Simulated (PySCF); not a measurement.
# Dipole response of Sn⁻ (tin, charge -1)

[Kr] 4d10 5s2 5p3, high-spin 4S determinant. Computed with PySCF 2.14 in aug-cc-pVQZ-DK3 (9s8p6d3f2g, 102 functions), with the spin-free X2C one-electron Hamiltonian (Gaussian nucleus). Coupled (time-dependent) response in atomic units; α is the mean over directions.

```csv
method,mean α (bohr³),C₆ (like pair),S(−4)
UHF,173.4,3007,14170
```

S(−4) is the Cauchy moment in α(ω) = α(0) + S(−4) ω² + …

α(iu) at UHF:

```json
{"u (hartree)": "0", "α(iu) (bohr³)": "173.4"}
{"u (hartree)": "0.0500", "α(iu) (bohr³)": "145.9"}
{"u (hartree)": "0.100", "α(iu) (bohr³)": "105.0"}
{"u (hartree)": "0.200", "α(iu) (bohr³)": "56.82"}
{"u (hartree)": "0.300", "α(iu) (bohr³)": "35.10"}
{"u (hartree)": "0.500", "α(iu) (bohr³)": "17.37"}
{"u (hartree)": "0.750", "α(iu) (bohr³)": "9.540"}
{"u (hartree)": "1.00", "α(iu) (bohr³)": "6.224"}
{"u (hartree)": "1.50", "α(iu) (bohr³)": "3.440"}
{"u (hartree)": "2.00", "α(iu) (bohr³)": "2.260"}
{"u (hartree)": "3.00", "α(iu) (bohr³)": "1.223"}
{"u (hartree)": "5.00", "α(iu) (bohr³)": "0.5252"}
```

A single London oscillator, α(iu) = α/(1 + u²/ω²), gives C₆ = (3/4) ω α². Matching the computed C₆ needs ω = 4 × 3007 / (3 × 173.4²) = 0.133 hartree.

For an ion, C₆ is the dispersion term alone; charge-induced terms of lower order in 1/R come first.
